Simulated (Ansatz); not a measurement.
`C[O][Au-][P+](C)(C)C`. Charge 0, multiplicity 1. Au takes the def2 core potential. The structure was optimised at the PBE0-D4/def2-TZVP level. It is one conformer, not always the lowest.

```xyz
19

C    -1.759    3.375    1.709
O    -1.994    2.618    0.565
Au   -0.876    1.049    0.131
P     0.315   -0.727   -0.447
C     0.435   -2.015    0.828
C    -0.302   -1.624   -1.900
C     2.050   -0.386   -0.864
H    -1.866    2.800    2.644
H    -0.761    3.840    1.729
H    -2.493    4.192    1.751
H    -0.567   -2.365    1.082
H     1.038   -2.857    0.483
H     0.884   -1.592    1.728
H     0.329   -2.486   -2.129
H    -1.322   -1.961   -1.710
H    -0.322   -0.951   -2.759
H     2.543    0.078   -0.009
H     2.089    0.314   -1.699
H     2.579   -1.304   -1.133
```

Task: What is the dipole moment at ωB97M-V/def2-TZVPP? (An estimate is asked.)

Result: Computed: 7.64 D, with components (4.46, -6.03, -1.45) D in this frame, pointing from negative to positive charge.

Task: And with PBE, r2SCAN, B3LYP? (Best estimate.)

Result: Ansatz gave: PBE 7.06 D, r2SCAN 7.33 D, B3LYP 7.46 D.

Task: Give the Mulliken charges with ωB97M-V, B3LYP, PBE in def2-TZVPP. (Estimate.)

Result: Ansatz gave: 
```csv
atom,ωB97M-V,B3LYP,PBE
C1,-0.14,-0.07,-0.10
O2,-0.57,-0.55,-0.47
Au3,0.14,0.07,0.00
P4,0.17,0.24,0.18
C5,-0.37,-0.32,-0.29
C6,-0.37,-0.32,-0.30
C7,-0.37,-0.32,-0.29
H8,0.08,0.06,0.07
H9,0.08,0.06,0.07
H10,0.09,0.07,0.07
H11,0.15,0.13,0.13
H12,0.12,0.10,0.10
H13,0.14,0.13,0.13
H14,0.13,0.10,0.10
H15,0.15,0.13,0.13
H16,0.15,0.13,0.13
H17,0.14,0.13,0.13
H18,0.15,0.13,0.13
H19,0.12,0.10,0.10
```

B3LYP here is the variant with VWN-RPA as its local correlation; programs differ in this.
